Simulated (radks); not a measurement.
Species: Cl4+. Configuration: [He] 2s2 2p5 3s2 3p2 (not the ground configuration). Method: scalar-relativistic Kohn-Sham, r2SCAN, spin-polarised, spherical densities, finite nucleus; open shells are filled with parallel spins first; meta-GGA in the generalised Kohn-Sham scheme; Fermi nuclear charge, rms radius 3.3654 fm; computed with a radial shooting solver on a logarithmic mesh with Libxc functionals. Some entries of the table are withheld. Estimate them.

| orbital | occ. | eigenvalue (Ry) | <r^2> (bohr^2) |
|---|---|---|---|
| 1s up | 1 | -211.3115 | 0.01113 |
| 1s down | 1 | -211.0297 | 0.01110 |
| 2s up | 1 | -25.63733 | 0.2204 |
| 2s down | 1 | -25.22714 | 0.2220 |
| 2p up | 3 | -21.21857 | 0.1889 |
| 2p down | 2 | -20.69969 | 0.1916 |
| 3s up | 1 | (1) | 1.895 |
| 3s down | 1 | (2) | 1.950 |
| 3p up | 2 | (3) | 2.116 |
| 3p down | 0 | (4) | 2.198 |
| 3d up | 0 | -3.21328 | 2.478 |
| 3d down | 0 | -2.89744 | 2.553 |
| 4s up | 0 | -2.08939 | (5) |

Answer. 
(1) 3s up eigenvalue (Ry): -6.02257
(2) 3s down eigenvalue (Ry): -5.64070
(3) 3p up eigenvalue (Ry): -4.88107
(4) 3p down eigenvalue (Ry): -4.51448
(5) 4s up <r^2> (bohr^2): 9.732
